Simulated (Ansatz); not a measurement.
Species: sum formula NiClF, net charge 0, triplet state. The spin state was set by rule; other spins were not relaxed. 
Structure (B3LYP-D3(BJ)/def2-TZVP (Ansatz, a quantum-chemistry and plane-wave program) minimum search):
SMILES: [F][Ni][Cl]
```xyz
3

Ni     0.0000     0.0000    -0.3606
F      0.0000     0.0000    -2.0900
Cl     0.0000     0.0000     1.7004
```
Charge 0, spin multiplicity 3.

Total electronic energies in hartree. Cores are frozen in the correlated levels unless marked. UHF or UKS for open shells. No spin-orbit coupling. Frozen are the shells of the preceding noble gas and the d and f shells that filled before the atom's block. No relativistic terms. Basis-set limits of correlation are two-point, X^-3; Hartree-Fock from the larger set.

The Hartree-Fock reference is unstable (checked in the largest basis), which strains HF and MP2. 

| level | program | energy (Eh) |
|---|---|---|
| SVWN5/def2-TZVPD | Ansatz | [?] |
| BLYP-D3(BJ)/def2-TZVPD | Ansatz + dftd3 | [?] |
| PBE0/def2-TZVPD | Ansatz | [?] |
| HSE06-D4/def2-TZVPD | Ansatz + dftd4 | -2068.00277 |
| wB97X-V/def2-TZVPD | Ansatz | -2068.23779 |
| RI-MP2/CBS(def2-TZVPPD,def2-QZVPPD) | Ansatz | -2066.8981 |
| CCSD(T)/STO-3G | Ansatz | -2042.97737 |
| CCSD(T)/def2-SVPD | Ansatz | -2066.06488 |

Task: Complete the blanks.

Result: 
- SVWN5/def2-TZVPD, energy (Eh): -2063.75361
- BLYP-D3(BJ)/def2-TZVPD, energy (Eh): -2068.60296
- PBE0/def2-TZVPD, energy (Eh): -2068.01710
